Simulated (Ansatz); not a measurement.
Start from `B[Si](C)(F)Cl` and change one atom or group to get `B[Si](C)(N)F`.

Ansatz, PBE0-D4/def2-TZVP geometries, multiplicity 1. Each molecule was computed in one conformer, which needn't be the lowest.

| property | `B[Si](C)(F)Cl` |
| --- | --- |
| LUMO energy (ωB97M-V/def2-TZVPP) / eV | -0.68 |
| LUMO energy (PBE/def2-TZVPP) / eV | -3.65 |
| HOMO–LUMO gap (PBE0/def2-TZVPP) / eV | 5.58 |
| HOMO–LUMO gap (PBE/def2-TZVPP) / eV | 3.31 |
| size of the dipole moment (B3LYP/def2-TZVPP) / D | 2.16 |
| HOMO energy (PBE/def2-TZVPP) / eV | -6.96 |

**Question.** Give the same properties after the change, and the shifts. (An estimate is asked.)

**Answer.** Computed: 
```csv
property,`B[Si](C)(N)F`,shift
LUMO energy (ωB97M-V/def2-TZVPP) / eV,-0.25,0.43
LUMO energy (PBE/def2-TZVPP) / eV,-3.23,0.42
HOMO–LUMO gap (PBE0/def2-TZVPP) / eV,5.49,-0.09
HOMO–LUMO gap (PBE/def2-TZVPP) / eV,3.14,-0.17
size of the dipole moment (B3LYP/def2-TZVPP) / D,1.84,-0.32
HOMO energy (PBE/def2-TZVPP) / eV,-6.36,0.60
```

With PBE0 the HOMO rises by 0.53 eV and the LUMO rises by 0.44 eV, so the gap narrows by about 0.09 eV. PBE moves the HOMO by 0.60 eV and ωB97M-V by 0.41 eV. Dipoles are sizes alone; their direction can turn.

B3LYP here is the variant with VWN-RPA as its local correlation; programs differ in this.
